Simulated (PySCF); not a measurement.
F$_{2}$Sn, charge -1, doublet, geometry from GFN2-xTB (such geometries of metal compounds can be far from the true shape) (a state made from the parent by changing its charge; the spin is typed, not shown lowest) (all electrons, no relativity) (in this run its highest filled SCF level lies above zero, so its values depend strongly on the basis, on diffuse functions most of all). Base run: BLYP/STO-3G (PySCF).

Geometry (Å):
```xyz
3

Sn     0.0139    -0.0075     0.3303
F      0.8705     1.6744    -0.9181
F     -0.9478    -1.6327    -0.9167
```
Charge -1, spin multiplicity 2.
Orbitals are unrestricted.
All else is at PySCF's defaults.
Base energy -6161.68109 Eh.

Variants of this job, named by their change:

```json
[
 {"change": "base", "ΔE vs base (mEh)": "0.000", "grid points": "50488", "electrons on the grid": "69.00005"},
 {"change": "grids.atom_grid = (99, 590)", "ΔE vs base (mEh)": "0.019", "grid points": "92616", "electrons on the grid": "69.00001"},
 {"change": "grids.atom_grid = (30, 110)", "ΔE vs base (mEh)": "-156.2", "grid points": "7344", "electrons on the grid": "69.00757"},
 {"change": "grids.radi_method = mura_knowles", "ΔE vs base (mEh)": "0.001", "grid points": "46728", "electrons on the grid": "69.00005"},
 {"change": "grids.radi_method = gauss_chebyshev", "ΔE vs base (mEh)": "0.000", "grid points": "48856", "electrons on the grid": "69.00005"},
 {"change": "grids.atom_grid = (75, 302)", "ΔE vs base (mEh)": "0.229", "grid points": "41816", "electrons on the grid": "68.99987"},
 {"change": "grids.level = 2", "ΔE vs base (mEh)": "0.206", "grid points": "37256", "electrons on the grid": "68.99987"},
 {"change": "grids.atom_grid = (150, 974)", "ΔE vs base (mEh)": "0.021", "grid points": "231184", "electrons on the grid": "69.00000"},
 {"change": "grids.atom_grid = (50, 194)", "ΔE vs base (mEh)": "0.619", "grid points": "19408", "electrons on the grid": "68.99951"},
 {"change": "grids.level = 7", "ΔE vs base (mEh)": "0.023", "grid points": "269040", "electrons on the grid": "69.00000"},
 {"change": "small_rho_cutoff = 0", "ΔE vs base (mEh)": "0.000", "grid points": "50488", "electrons on the grid": "69.00005"}
]
```

Open shells are given as the SCF converged; they aren't shown to be the lowest states, and a large step between rows can be another state.
